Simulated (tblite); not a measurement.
Species: C6H11F3.
Geometry (GFN2-xTB, Å), atoms numbered from 1 in this order:
```
atom  x, y, z in Å
C1    -1.8407    0.7805    0.0647
C2    -1.0157   -0.4994    0.1871
C3    -1.5658   -1.5676   -0.7573
F4    -1.4742   -1.1515   -2.0647
C5     0.4690   -0.2764   -0.1280
C6     1.1597    0.6837    0.8333
F7     0.9886    0.2443    2.1335
C8     2.6556    0.8174    0.5474
F9     3.2382   -0.4012    0.3202
H10   -1.7270    1.2097   -0.9283
H11   -2.8939    0.5617    0.2259
H12   -1.5362    1.5143    0.8055
H13   -1.1051   -0.8910    1.2050
H14   -0.9963   -2.4996   -0.6869
H15   -2.6255   -1.7620   -0.5662
H16    0.9885   -1.2357   -0.0759
H17    0.5735    0.1156   -1.1410
H18    0.7164    1.6866    0.8004
H19    2.8157    1.4191   -0.3523
H20    3.1701    1.2625    1.4050
```

Computed with GFN2-xTB (tblite): harmonic, unscaled wavenumbers at the GFN2-xTB geometry, gas phase. Against measured fundamentals such values can be off by several per cent, at times by over 20. One conformer, not necessarily the lowest.

Harmonic wavenumbers (cm⁻¹): 28.9, 73.8, 85.1, 99.1, 143.3, 199.8, 225.5, 245.5, 319.8, 354.3, 404.6, 469.2, 599.6, 627.0, 849.9, 870.2, 899.3, 928.0, 951.3, 969.7, 1005.1, 1011.1, 1080.3, 1106.9, 1114.5, 1144.3, 1161.0, 1207.4, 1218.8, 1228.5, 1249.5, 1288.5, 1303.2, 1320.0, 1325.4, 1334.3, 1363.2, 1415.5, 1423.1, 1449.8, 1459.4, 1493.8, 1506.4, 2920.3, 2949.5, 2954.3, 2959.3, 2960.9, 2962.7, 2992.4, 3000.2, 3038.0, 3042.7, 3053.1.

A = 2516, B = 818.8, C = 703.8 MHz; mass 140.081 u (most abundant isotopes); point group C1, symmetry number 1.

Zero-point energy?

Half the sum of the wavenumbers: 35694 cm⁻¹ = 102.05 kcal/mol.

Give the ideal-gas entropy at 298.15 K and 1 bar in the rigid-rotor, harmonic-oscillator model (classical rotation).

Translation 40.75, rotation 29.78, vibration 32.43: S = 103.0 cal/(mol K).

And Cp and H(298.15 K) − H(0)?

Cp = 38.20 cal/(mol K), of which vibrations give 30.25 (their classical limit is 54 R = 107.3); H(298.15 K) − H(0) = 7.18 kcal/mol without the zero-point energy, 4.81 from vibrations.

Which modes carry the vibrational entropy at 298.15 K?

28.9 cm⁻¹: 5.90; 73.8 cm⁻¹: 4.05; 85.1 cm⁻¹: 3.77; 99.1 cm⁻¹: 3.47; 143.3 cm⁻¹: 2.76; 199.8 cm⁻¹: 2.13 cal/(mol K); the other 48 give 10.34 together.

Blend soft modes into free rotors: weight 1/[1 + (100 cm⁻¹/ν̃)⁴] for the oscillator and the rest for a rotor with moment μB/(μ + B), μ = h/(8π²ν), B = 10⁻⁴⁴ kg m². What vibrational entropy results?

29.11 cal/(mol K) in place of 32.43, which changes −T·S at 298.15 K by +0.99 kcal/mol.

Hindered rotation and anharmonicity are outside this model. Other conformers, if any are populated, would add a mixing term that is left out. The structure is chiral; the term R ln 2 for an equal mix with its mirror image is left out.
